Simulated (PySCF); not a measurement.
Dipole response of Ar (argon, neutral)

[Ar], closed-shell 1S. Calculation: PySCF 2.14, in def2-TZVPPD; no relativity, point nucleus. Coupled (time-dependent) response in atomic units; α is the mean over directions.

```tsv
method	mean α (bohr³)	C₆ (like pair)	S(−4)
UHF	10.75	62.10	24.68
PBE	11.77	69.27	32.28
PBE0	11.33	66.10	28.96
M06	11.53	66.37	31.74
r2SCANh	11.31	67.72	27.26
```

S(−4) is the Cauchy moment in α(ω) = α(0) + S(−4) ω² + …

Reference α: 11.083 ± 0.007 bohr³ (recommended; Schwerdtfeger and Nagle, table of static dipole polarizabilities (2023 update)). Published C₆: 64.20 (Chu and Dalgarno (2004); Tang, Norbeck and Certain (1976)).

α(iu) at UHF:

```csv
u (hartree),α(iu) (bohr³)
0,10.75
0.0500,10.69
0.100,10.51
0.200,9.865
0.300,8.973
0.500,7.052
0.750,5.088
1.00,3.730
1.50,2.183
2.00,1.413
3.00,0.7280
5.00,0.3059
```

A single London oscillator, α(iu) = α/(1 + u²/ω²), gives C₆ = (3/4) ω α². Matching the computed C₆ needs ω = 4 × 62.10 / (3 × 10.75²) = 0.716 hartree.
